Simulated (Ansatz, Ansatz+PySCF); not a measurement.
```xyz
4

S     0.0000    0.0000    0.0000
O     1.4415    0.0000    0.0000
O    -0.7207    1.2484    0.0000
O    -0.7207   -1.2484    0.0000
```

Basis set: def2-SVP (spherical functions). Frozen core: 8 orbitals. Charge 0, multiplicity 1.

Computed with Ansatz (development build ahead of 0.2.0); each method stands on the lowest determinant of its kind that the runs found. Restricted open shells among the atoms or ions are ROHF, correlated in semicanonical orbitals with singles. Restricted functionals stand beside restricted open-shell atoms, which can lie above the unrestricted atoms usual in DFT and then raise those values.

Task: Give the atomization energy at this shape (free ground-state atoms in the same class of orbitals less the molecule, no zero-point energy) of singlet SO₃ by ωB97X (restricted), ωB97X (unrestricted), r²SCAN (restricted), r²SCAN (unrestricted), PBE0 (restricted), PBE0 (unrestricted), PBE (restricted), PBE (unrestricted), RHF-CCSD(T), RHF-CCSD, RHF-MP2, RHF, UHF.

Result:

```
               method  atomization energy
   ωB97X (restricted)            13.14 eV
 ωB97X (unrestricted)            12.86 eV
  r²SCAN (restricted)            13.87 eV
r²SCAN (unrestricted)            13.55 eV
    PBE0 (restricted)            13.21 eV
  PBE0 (unrestricted)            12.98 eV
     PBE (restricted)            14.97 eV
   PBE (unrestricted)            14.79 eV
          RHF-CCSD(T)            11.24 eV
             RHF-CCSD            10.62 eV
              RHF-MP2            12.58 eV
                  RHF             4.35 eV
                  UHF             3.84 eV
```
